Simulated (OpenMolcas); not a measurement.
**3s² 3p² along the 14-electron sequence**

```
Program             : OpenMolcas 26.06
Method              : SS-CASPT2, IPEA 0.25 Eh, imaginary shift 0.1 Eh
Basis               : ANO-RCC-VTZP
Scalar Hamiltonian  : DKH2, point nucleus
Spin-orbit coupling : RASSI with atomic mean-field integrals over the reference wave functions, term energies averaged over their components
```

Active space for each ion: 2 electrons in 3 orbitals (3p); closed shells correlated by CASPT2: 2s 2p 3s.

Computed levels in cm-1 above ³P₀:

```tsv
Level	Si	P+	S2+	Cl3+	Ar4+
³P₁	67.6	146	272	461	711
³P₂	197	421	769	1274	1918
¹D₂	6350	8920	11430	13890	16420
¹S₀	15440	21950	27780	33280	38760
weight of ³P in the lowest level (%)	100	100	100	100	100
```

Measured, with the error of the calculation in %. Measured levels: Si, P+ from NIST Handbook of Basic Atomic Spectroscopic Data; S2+ from NIST levels in Podobedova, Kelleher and Wiese, J. Phys. Chem. Ref. Data 38, 171 (2009); Cl3+ from Moore, Atomic Energy Levels, vol. I, NSRDS-NBS 35 (1971 reprint of NBS Circular 467, 1949); Ar4+ from Saloman, J. Phys. Chem. Ref. Data 39, 033101 (2010).

```json
{"Level": "³P₁", "Si": "77.1 (-12.4)", "P+": "165 (-11.3)", "S2+": "299 (-8.8)", "Cl3+": "491 (-6.0)", "Ar4+": "763 (-6.8)"}
{"Level": "³P₂", "Si": "223 (-11.7)", "P+": "469 (-10.3)", "S2+": "833 (-7.7)", "Cl3+": "1341 (-5.0)", "Ar4+": "2029 (-5.5)"}
{"Level": "¹D₂", "Si": "6299 (+0.7)", "P+": "8882 (+0.5)", "S2+": "11323 (+0.9)", "Cl3+": "13766 (+0.9)", "Ar4+": "16299 (+0.8)"}
{"Level": "¹S₀", "Si": "15394 (+0.3)", "P+": "21576 (+1.7)", "S2+": "27161 (+2.3)", "Cl3+": "32550 (+2.2)", "Ar4+": "37912 (+2.2)"}
```

The fine-structure level ³P₂ changes by a factor of 9.74 from Si to Ar4+. Its fourth root runs 3.75, 4.53, 5.27, 5.97, 6.62, with steps per unit of Z of 0.78, 0.74, 0.71, 0.64; equal steps would mean a (Z - σ)^4 law with constant σ.

¹D₂ changes by a factor of 2.59 over the same range, with steps per unit of Z of +2570, +2510, +2460, +2530 cm-1.

Term energies are means over components that CASPT2 splits; among the terms shown or strongly mixed into the levels shown the widest spread is 120 cm-1 (3s² 3p² ¹D, Ar4+). With the s shell closed, the reference lacks s² → p² mixing. Measured partners are found by configuration, term and J. A level has none where our copy of the source lacks it or the pairing is in doubt (some pairs that miss far off the trend of their configuration count as doubtful), and it then counts in no deviation. Only configurations of the active space appear.
